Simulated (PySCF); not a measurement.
From one molecule to another.

First species: C5H8F2Si.
Z-matrix (Å and degrees, GFN2-xTB geometry), rows numbered from 1:
```
F 
C   1  1.3598
F   2  1.3612  1  105.45
C   2  1.5104  1  111.93  3   120.83
C   4  1.5036  2  110.54  1    68.94
C   5  1.3213  4  118.59  2   122.86
C   6  1.5004  5  119.19  4     0.27
Si  7  1.9094  6  104.76  5    -1.73
H   2  1.1004  1  107.27  3  -114.26
H   4  1.0945  2  106.58  1   -50.29
H   5  1.0800  4  118.23  2   -57.08
H   6  1.0804  5  122.38  4   179.61
H   7  1.0910  6  109.92  5  -124.25
H   7  1.0909  6  109.60  5   119.69
H   8  1.4627  4  112.06  2    -5.58
H   8  1.4623  4  111.06  2   120.60
```

Second species: C₄H₈NP.
SMILES with atom numbers: `[CH3:1][CH2:2][N:3]([CH3:4])[C:5]#[P:6]` (hydrogens: H7, H8, H9 on C1; H10, H11 on C2; H12, H13, H14 on C4)

Levels: CAM-B3LYP/def2-SVPD for HOMO energy, LUMO energy, HOMO–LUMO gap and static isotropic polarisability; TDDFT CAM-B3LYP/def2-SVPD for lowest singlet excitation; TDA CAM-B3LYP/def2-SVPD for lowest triplet excitation (Tamm–Dancoff). Geometries: GFN2-xTB. Each structure is a single optimised conformer of the isolated species, non-relativistic unless stated; the electronic structure was computed with PySCF and density fitting.

The conformers computed, where there is a choice (atom-mapped SMILES and torsion angles):
- `[CH3:1][CH2:2][N:3]([CH3:4])[C:5]#[P:6]`: C1–C2–N3–C4 161°

The conformers of `FC(F)[C@H]1C=CC[SiH2]1` aren't listed.

Which of the two has the higher static isotropic polarisability, and by how much?

The second: 85.0 au against 82.1 au, a difference of 2.9 au.

Which of the two has the higher S1 energy, and by how much?

The first: 6.98 eV against 3.11 eV, a difference of 3.87 eV.

Which of the two has the higher HOMO energy, and by how much?

The second: -6.91 eV against -8.89 eV, a difference of 1.98 eV.

Which has the higher HOMO–LUMO gap?

The first: 9.93 eV against 7.27 eV, a difference of 2.66 eV.

Which of the two has the higher LUMO energy, and by how much?

The first: 1.04 eV against 0.36 eV, a difference of 0.68 eV.

Which of the two has the higher T1 energy, and by how much?

The first: 4.47 eV against 2.75 eV, a difference of 1.72 eV.

On the first: No computed singlet falls in the visible range (750 to 380 nm, 1.65 to 3.26 eV); S1 lies 3.72 eV above its blue end. The 8 singlets span 6.98 to 8.31 eV, and their oscillator strengths add up to 0.27.

On the second: The principal polarisabilities are 63.5, 76.7 and 114.9 au; their mean is the isotropic value. The vertical singlet–triplet gap S1 − T1 is 0.36 eV (TDDFT singlet less Tamm–Dancoff triplet; S1: HOMO→LUMO, weight 0.98; T1: HOMO→LUMO, weight 0.95).
